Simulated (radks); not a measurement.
Values are calculated unless marked as measured or tabulated.
Numerical settings for neutral oxygen, [He] 2s2 2p4. Level of theory: non-relativistic Kohn-Sham, PBE, spin-unpolarised, spherical densities, point nucleus (a radial shooting solver on a logarithmic mesh with Libxc functionals). The defaults (mesh step 0.008 in ln r, mesh end at 40 bohr or more with all orbitals vanishing there, Anderson mixing 0.5 over 9 steps, residual threshold near 1e-9 with the energy settled to 1e-9 hartree or 1e-11 of itself, here a cap of 54 iterations) give E = -74.9452 hartree and 2p at -9.038 eV in 14 iterations. Times are rough (one thread of a shared host). Changes against that run (0 stands for a change within the tolerance of the run):

setting                    iterations  converged  E (mhartree)  e(2p) (meV)  CPU (s)
mesh step in ln r 0.08             14        yes     -0.000796            0     0.02
mesh step in ln r 0.003            14        yes             0            0     0.14
mesh step in ln r 0.005            14        yes             0            0     0.09
mesh end (bohr) 12                 14        yes             0      +0.0151     0.06
mesh end (bohr) 8                  14        yes       +0.0474        +5.97     0.06
residual threshold 1e-05           10        yes             0     -0.00587     0.05
residual threshold 0.01             8        yes             0        -1.26     0.04
mixing 0.05                        18        yes             0            0     0.08
linear mixing, mixing 0.8          54         no             0            0     0.17
linear mixing, mixing 0.2          54         no             0      -0.0392     0.17
mixing history 20                  18        yes             0            0     0.08
iteration cap 2                     2         no         +31.3    -9.19e+03     0.01

No run marked as converged misses the energy by more than 1 mhartree. A mesh that ends early acts as a hard wall.
